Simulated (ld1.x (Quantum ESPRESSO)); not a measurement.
# Reading a pseudo-wave (calcium)

Columns: radius, all-electron u(r) and pseudo u(r) of the 3d shell (level -2.23 eV) of calcium in the configuration [Ar] 3d0 4s1.75 4p0.25; PBE, scalar-relativistic, TM scheme, ld1.x (Quantum ESPRESSO) 7.5.

| r (bohr) | all-electron | pseudo |
| --- | --- | --- |
| 0.158 | 0.0480 | 0.0083 |
| 0.315 | 0.1827 | 0.0605 |
| 0.473 | 0.3300 | 0.1759 |
| 0.630 | 0.4509 | 0.3354 |
| 0.788 | 0.5398 | 0.4972 |
| 0.945 | 0.5957 | 0.6173 |
| 1.102 | 0.6246 | 0.6780 |
| 1.260 | 0.6334 | 0.6871 |
| 1.418 | 0.6283 | 0.6650 |
| 1.575 | 0.6142 | 0.6323 |
| 1.732 | 0.5945 | 0.6005 |
| 1.890 | 0.5717 | 0.5726 |
| 2.047 | 0.5475 | 0.5475 |
| 2.205 | 0.5227 | 0.5227 |
| 2.362 | 0.4983 | 0.4983 |
| 2.520 | 0.4745 | 0.4745 |
| 2.678 | 0.4518 | 0.4518 |
| 2.835 | 0.4306 | 0.4306 |
| 2.992 | 0.4105 | 0.4105 |
| 3.150 | 0.3912 | 0.3912 |
| 3.308 | 0.3728 | 0.3728 |
| 3.465 | 0.3552 | 0.3552 |
| 3.622 | 0.3382 | 0.3382 |
| 3.780 | 0.3217 | 0.3217 |
| 3.938 | 0.3057 | 0.3057 |
| 4.095 | 0.2903 | 0.2903 |

Problem. How many radial nodes do the two functions have?

Solution. The all-electron 3d function has n − l − 1 = 0; the pseudo-wave has 0.

Problem. At about which radius was the pseudo-wave matched?

Solution. 2.20 bohr, where the columns begin to agree (steps of 0.16 bohr).

Problem. Is the pseudo-wave norm-conserving?

Solution. Yes: the TM scheme keeps the norm inside the radius equal to the all-electron one, which fixes the energy derivative of the logarithmic derivative at the level.
